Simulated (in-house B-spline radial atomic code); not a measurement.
A fraction x of an electron is moved 3s → 3d in Ti⁵⁺, starting from [Ne] 3s2 3p5 and keeping the highest spin. All numbers are computed (scalar-relativistic (X2C) OLYP, spin-polarised, spherical fractional occupations; Fermi nucleus of rms radius 3.5921 fm) with an all-electron radial atomic-structure program (B-spline basis), not measured.

| x | E(x) - E(0) (eV) | 3s down level (eV) | 3d up level (eV) |
| --- | --- | --- | --- |
| 0 | 0.0000 | -134.576 | - |
| 0.125 | 7.6191 | -134.414 | -73.682 |
| 0.25 | 15.1827 | -134.240 | -73.956 |
| 0.375 | ? | ? | ? |
| 0.5 | 30.1407 | -133.856 | -74.479 |
| 0.625 | 37.5342 | -133.646 | -74.729 |
| 0.75 | ? | ? | ? |
| 0.875 | 52.1466 | -133.185 | -75.207 |
| 1 | 59.3640 | - | -75.435 |

**Question.** What belongs in the row x = 0.375?

**Answer.** An energy change of 22.6900 eV; 3s down at -134.054 eV, 3d up at -74.221 eV.

**Question.** What belongs in the row x = 0.75?

**Answer.** An energy change of 44.8697 eV; 3s down at -133.423 eV, 3d up at -74.972 eV.

**Question.** Check Janak's theorem between x = 0.125 and 0.25.

**Answer.** The slope of the energy is 60.51 eV; the orbital levels give 60.51 eV (ε of the receiving orbital less ε of the emptying one, averaged over the two points).
